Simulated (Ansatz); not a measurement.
Ansatz (a first-principles code) input (r2SCAN0/def2-TZVPD):

Ansatz 0.2 input:
```yaml
crystal:
  periodic: [false, false, false]
  atoms:
    - {symbol: C, position_ang: [-1.02151573, -0.28340940, 0.11314712]}
    - {symbol: C, position_ang: [0.42085633, -0.09364926, 0.23265064]}
    - {symbol: Cl, position_ang: [1.25187985, -1.67597572, 0.23180861]}
    - {symbol: Cl, position_ang: [1.06718525, 0.94459575, -1.13853656]}
    - {symbol: Cl, position_ang: [-2.06346982, 0.89755613, 0.75171762]}
    - {symbol: H, position_ang: [-1.44709570, -0.99713223, -0.57459344]}
    - {symbol: H, position_ang: [0.70593248, 0.43448974, 1.13498269]}
basis:
  gaussian:
    orbitals: def2-TZVPD
hamiltonian:
  xc: {name: r2SCAN0}
magnetization: {spin_polarized: true, initial_magnetization: 1}
output: {forces: true}
```

End of the output:

```
mean field evaluation 4: about -39670.6973 eV, gradient 1.9e0 eV
mean field evaluation 8: about -39670.7207 eV, gradient 1.0e-1 eV
mean field evaluation 16: about -39670.7972 eV, gradient 7.5e-4 eV
mean field -39670.79720995 eV, -1457.8749076337 hartree, gradient 5.7e-5 eV, S^2 0.759959; 0 other end points of the search recorded, 0 dependent functions left out
the calculation of the forces begins
reference -39670.79723968 eV, -1457.8749087260 hartree; 33, 32 occupied and 197, 198 virtual orbitals, 1374 factors
Total energy: -39670.79723968 eV, -1457.8749087260 hartree
Atom 0 at    -1.021516    -0.283409     0.113147 Å, force    -0.124256     0.112605     0.032551 eV/Å
Atom 1 at     0.420856    -0.093649     0.232651 Å, force     0.300267    -0.017362    -0.259054 eV/Å
Atom 2 at     1.251880    -1.675976     0.231809 Å, force    -0.247637     0.445469    -0.032474 eV/Å
Atom 3 at     1.067185     0.944596    -1.138537 Å, force    -0.207985    -0.336223     0.400189 eV/Å
Atom 4 at    -2.063470     0.897556     0.751718 Å, force     0.254132    -0.220147    -0.133132 eV/Å
Atom 5 at    -1.447096    -0.997132    -0.574593 Å, force     0.039703     0.062169     0.058469 eV/Å
Atom 6 at     0.705932     0.434490     1.134983 Å, force    -0.014224    -0.046511    -0.066549 eV/Å
Dipole moment:    -0.186195    -0.054722     0.147805 e Å
```

It need not be the lowest isomer of its formula.
